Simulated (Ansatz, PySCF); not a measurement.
NbO2Br, SMILES [O]=[Nb](=[O])[Br], multiplicity 1.

Coordinates come from a B3LYP-D3(BJ)/def2-SVP optimisation. The spin state was assumed, not searched. The def2 effective core potentials stand for the cores of Nb; spin–orbit coupling is left out.

Vertical ionisation energy (IE) and electron affinity (EA) in eV. Rows of orbital energies are one-electron estimates. Where ΔSCF, EOM or ADC give a negative EA the extra electron is unbound and the value depends on the basis.

```csv
level,IE,EA
"−ε(HOMO), −ε(LUMO), M06-2X/def2-TZVPD (PySCF)",9.99,3.44
"−ε(HOMO), −ε(LUMO), PBE/def2-TZVPD (PySCF)",7.26,4.73
"ΔSCF, PBE0/def2-TZVPD (Ansatz), final states of multiplicity 2 and 2",10.77,2.38
"ΔSCF, PBE/def2-TZVPD (Ansatz), final states of multiplicity 2 and 2",10.33,2.20
```

### Question
What vertical singlet–triplet gap does ΔSCF give with PBE0/def2-TZVPD (Ansatz, a program for electronic structure) and with PBE/def2-TZVPD (Ansatz)? (Estimate from the structure and the level; the computed values follow.)

### Answer
2.56 and 2.61 eV (triplet above singlet where positive).
